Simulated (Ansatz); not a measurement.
Calculated with Ansatz (gas phase, PBE0-D4/def2-TZVP geometries, no zero-point term in ΔE). CBS: MP2 limit from def2 TZ/QZ plus the TZ coupled-cluster correction, frozen cores. This one scheme is used for every species. Functionals use def2-TZVPP. B3LYP here is the variant with VWN-RPA as its local correlation; programs differ in this. No spin–orbit coupling; open shells (•) take unrestricted orbitals. One conformer a species, not always the lowest.

`N[SiH2]S[Si](N)(F)F` → `N[SiH2][S]`• + `N[Si](F)F`•  (homolysis of the S–Si bond)

CCSD(T)/CBS gives +103.3 kcal/mol.

(1) Another level gave +99.6 kcal/mol. Which?
A. PBE0-D4/def2-TZVPP
B. CCSD/def2-TZVPP
C. PBE0/def2-TZVPP
D. B3LYP/def2-TZVPP

Largest T1 diagnostic among the species: 0.017.

## Answers

(1) A. PBE0-D4 99.6, PBE0 96.2, B3LYP 90.5, CCSD/def2-TZVPP 97.8 kcal/mol.

In def2-TZVPP, CCSD(T) changes the Hartree–Fock value by +25.0 kcal/mol (the triples alone add +2.3 kcal/mol) and MP2 by +29.6 kcal/mol; breaking electron pairs costs correlation energy, which Hartree–Fock lacks. The D4 term adds +6.0 kcal/mol with B3LYP and +3.4 kcal/mol with PBE0; it sums over pairs of atoms, weighted by their polarisabilities, and B3LYP, whose exchange is more repulsive, gets the larger term. From PBE to PBE0 (25 % exact exchange), in def2-TZVPP and without D4, ΔE moves by +3.8 kcal/mol.
